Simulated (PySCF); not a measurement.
BH2O3, charge -1.

```xyz
6

O      0.0000     1.1715    -0.7241
B      0.0000     0.0000     0.1083
O      0.0000    -1.1715    -0.7241
O      0.0000     0.0000     1.4070
H      0.0000     1.9086    -0.1058
H      0.0000    -1.9086    -0.1058
```
Charge -1, spin multiplicity 1.

Geometry optimised at B3LYP-D3(BJ)/def2-SVPD. One conformer was computed; it need not be the lowest.

Calculation: PBE0/pcSseg-2 (PySCF). Non-relativistic, no solvent.

Give the absolute GIAO shielding of each atom: isotropic value and principal components (ppm). (Estimate from the structure and the level; the computed values follow.)


```
atom  σ(iso)    σ11    σ22    σ33   span
----  ------  -----  -----  -----  -----
O1     253.4  220.6  221.4  318.1   97.5
B2      81.4   42.5   78.4  123.2   80.7
O3     253.4  220.6  221.4  318.1   97.5
O4     181.4   50.6  238.7  255.1  204.5
H5      30.7   24.8   27.1   40.2   15.4
H6      30.7   24.8   27.1   40.2   15.4
```
